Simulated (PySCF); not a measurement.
Isomers of CH7B2N. All species are isolated molecules in the gas phase. One relaxed conformer stands for each flexible species; it need not be the lowest. Strings in code marks are SMILES.

Quantity: vertical ionisation energy (energy after one electron is removed minus that of the parent at the parent's geometry), in eV.

Case: `BC(B)N`. Geometry of `BC(B)N` (neutral, multiplicity 1, Å):

```xyz
11

B     -1.2143    -0.7364    -0.1139
C      0.0543     0.1221    -0.3200
B      1.2324    -0.6271     0.3430
N     -0.0349     1.5630    -0.1866
H     -1.2299    -1.8711    -0.4710
H     -2.1888    -0.2558     0.3831
H      0.2663    -0.1783    -1.3809
H      1.4727    -1.7506     0.0344
H      1.9178    -0.0720     1.1490
H     -0.9454     1.8672     0.1299
H      0.6697     1.9391     0.4329
```

### Question
Estimate the vertical ionisation energy (energy after one electron is removed minus that of the parent at the parent's geometry) that B3LYP/6-31G* // B3LYP-D3(BJ)/def2-TZVP (PySCF) returns for this input.

### Answer
9.10 eV.
